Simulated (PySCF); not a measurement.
C3H9InS2. Atoms are numbered in the order given.

```xyz
15

In     0.1961     0.3909     0.2915
C      0.4667     2.4379     0.9677
H      1.1152     2.4572     1.8539
H     -0.5130     2.8717     1.2142
H      0.9274     3.0254     0.1602
S     -1.3173    -0.2371    -1.5073
C     -2.0189     1.3973    -1.9901
H     -2.5558     1.8742    -1.1580
H     -2.7356     1.2088    -2.8020
H     -1.2434     2.0805    -2.3640
S      1.3115    -1.5681     1.1697
C      0.5789    -2.8838     0.1068
H     -0.5110    -2.9418     0.2311
H      1.0252    -3.8351     0.4288
H      0.8132    -2.7216    -0.9541
```
Charge 0, spin multiplicity 1.

Geometry: B3LYP-D3(BJ)/def2-SVP. The def2 effective core potentials stand for the cores of In; spin–orbit coupling is left out. One conformer was computed; it need not be the lowest.

Computed with PySCF with C-PCM-ωB97X/def2-SVP.

The values are the electrostatic part of the solvation free energy, E(continuum) − E(gas) at the gas-phase geometry, in a cavity of scaled van der Waals radii (PySCF's table); cavitation and dispersion terms are not included. A continuum can't describe solvent molecules that bind to the metal. In vacuum the orbital gap is 9.60 eV. The dipole moment in vacuum is 2.45 D.

```json
[
 {"solvent": "water", "ε": "78.36", "ΔG(elec) (kcal/mol)": "-7.4", "dipole (D)": "3.51", "gap (eV)": "10.09"},
 {"solvent": "ethylethanoate", "ε": "5.99", "ΔG(elec) (kcal/mol)": "-6.0", "dipole (D)": "3.30", "gap (eV)": "10.00"},
 {"solvent": "diethylether", "ε": "4.24", "ΔG(elec) (kcal/mol)": "-5.5", "dipole (D)": "3.21", "gap (eV)": "9.96"}
]
```
